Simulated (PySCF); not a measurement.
Compound: C₂H₇BSi.
Numbering: `[CH2:1]=[CH:2][BH:3][SiH3:4]` (hydrogens: H5, H6 on C1; H7 on C2; H8 on B3; H9, H10, H11 on Si4)

Method used: PySCF 2.14.0, PBE0-D3(BJ)/def2-SVP geometry optimisation, gas phase.

Task: What internal coordinates does the optimisation give?

Result: 
```
                    bond  length (pm)   order
                   C1=C2        134.8  double
                   C2–B3        154.1  single
                  B3–Si4        201.9  single
                   C1–H5        109.7  single
                   C1–H6        109.6  single
                   C2–H7        109.8  single
                   B3–H8        121.4  single
Si4–H9, Si4–H10, Si4–H11        150.0  single
```

Bonds in one row agree within 1 pm and their mean is given. Orders are formal, as drawn. A selection of angles:
```
     angle  degrees
  C2–C1–H5    122.9
  C2–C1–H6    120.7
  H5–C1–H6    116.4
  C1–C2–B3    120.8
  C1–C2–H7    117.6
  B3–C2–H7    121.7
 C2–B3–Si4    124.9
  C2–B3–H8    117.3
 Si4–B3–H8    117.8
 B3–Si4–H9    114.3
B3–Si4–H10    108.9
B3–Si4–H11    111.2
H9–Si4–H10    107.5
```

Dihedral angles: C1–C2–B3–Si4 -179° (antiperiplanar). The mirror-image conformer, all signs reversed, is as good.

The 4 heavy atoms lie in one plane (0.007 Å rms). B3 (three-coordinate boron) is planar (angles 124.9°, 117.8° and 117.3°, sum 360.0°, 0.01 Å off the plane of its three neighbours). Of the pairs four or more bonds apart, H6···H8 is among the closest relative to their van der Waals radii: 2.49 Å, 104 % of the sum of Bondi's values. Si4 (SiH3 silicon) is distorted tetrahedral (angles from 106.8° to 114.3°).

Point group: near Cs, missed by 0.28 Å at most; the miss may be what the optimiser left on a soft mode. Stationary, but not proved a minimum. One conformer, not necessarily the lowest.
